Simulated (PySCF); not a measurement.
# Ionisation energy of W⁺ by level of theory

W⁺ [Xe] 4f14 5d4 6s1 (6D) → W²⁺ [Xe] 4f14 5d4 (5D), as a difference of total energies. Calculation: PySCF 2.14, in aug-cc-pVTZ-PP with one added diffuse shell each of s, p, d, f, g type with ECP60MDF (7s7p6d4f3g, 113 functions); a scalar-relativistic core potential. Correlated levels: valence: 5s2 5p6 frozen. The calculations carry no spin-orbit coupling.

| method | ionisation energy (eV) |
| --- | --- |
| UHF | 14.996 |
| LDA | 16.583 |
| PBE | 16.306 |
| PBE0 | 16.066 |
| r2SCANh | 16.269 |
| BP86 | 16.431 |
| wB97M-V | 15.767 |
| SCS-MP2 (valence) | 15.162 |

Question: Estimate what r2SCAN gives.

Answer: 16.349 eV, closest to PBE among the rows shown.

Question: Estimate what MP2 (valence) gives.

Answer: 15.496 eV, closest to wB97M-V among the rows shown.

The reference lies between the lowest fine-structure levels, while these numbers refer to the centres of the terms.

Errors of the correlated levels include the incompleteness of this basis and the frozen core.

For comparison: 16.37 ± 0.15 eV (semi-empirical (NIST evaluation); NIST Atomic Spectra Database, ionization energies).
